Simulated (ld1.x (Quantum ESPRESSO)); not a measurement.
# What one change does to a pseudopotential (krypton (Kr), TM)

Kr, norm-conserving Troullier–Martins (Kleinman–Bylander form), made with ld1.x (Quantum ESPRESSO) 7.5 (PBE, scalar-relativistic). Core [Ar] 3d10, reference 4s2 4p5 (charge +1). Waves: 4s (bound): rc 1.40 bohr; 4p (bound): rc 1.20 bohr. Local part: the p channel. Core correction: a·sin(br)/r model core, default radius (core density twice the valence density).

Change: reference 4s2 4p4.

Cutoffs: the cutoffs (Ry, on a coarse ladder) from which the occupation-weighted sum of valence levels, in a spherical-Bessel basis at the reference potential, stays within 10 and 1 mRy of its value at 400 Ry; they do not see the model core or the augmentation charge, which bear on the density cutoff. Errors are all-electron minus pseudo energies relative to the spin-unpolarised reference configuration.

Q: What does the change do?

A: The potential gets neither clearly harder nor softer (80 Ry and 160 Ry → 80 Ry and 140 Ry); neither file shows a bound ghost.

| quantity | base | changed |
| --- | --- | --- |
| cutoff, loose | 80 Ry | 80 Ry |
| cutoff, tight | 160 Ry | 140 Ry |
| bound ghosts | none | none |
| largest error over its own tests, meV | -14 | +21 |
| s: phases at 1.54 bohr within 0.05 rad from the reference energy up to (Ry; the scan ends near 5) | to the end of the scan | to the end of the scan |
| p: phases at 1.54 bohr within 0.05 rad from the reference energy up to (Ry; the scan ends near 5) | 4.8 | 4.1 |
